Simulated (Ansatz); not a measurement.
Molecule: ZnS (charge 0, singlet). SMILES: [S]=[Zn]
Structure (B3LYP-D3(BJ)/def2-TZVP (Ansatz, a program for electronic structure) minimum search):
```
Zn
S 1 2.0782
```
Charge 0, spin multiplicity 1.

Quantity: atomisation energy (electronic, to ground-state atoms), in kcal/mol. Correlated levels leave the core frozen unless marked. UHF or UKS for open shells. Spin-orbit coupling is left out. The frozen core is the preceding noble-gas configuration, with the filled d and f shells of earlier blocks. No relativistic terms. FCI takes restricted orbitals. The coupled-cluster limit lacks core correlation, which all-electron functionals hold. Basis-set limits of correlation are two-point, X^-3; Hartree-Fock from the larger set.

```
level                         program  atomisation energy (kcal/mol)
---------------------  --------------  -----------------------------
HF/def2-SVPD                   Ansatz                           -2.1
PBE-D4/def2-TZVPD      Ansatz + dftd4                           39.2
revPBE-D4/def2-TZVPD   Ansatz + dftd4                           36.0
PBE0-D3(BJ)/def2-TZVP  Ansatz + dftd3                           33.9
PBE0-D4/def2-TZVP      Ansatz + dftd4                           34.0
PBE0-D4/def2-TZVPD     Ansatz + dftd4                           34.2
PBE0/def2-TZVP                 Ansatz                           33.2
```

Q: What does CCSD(T)/CBS(def2-TZVPPD,def2-QZVPPD) (Ansatz) give?

A: 35.0 kcal/mol
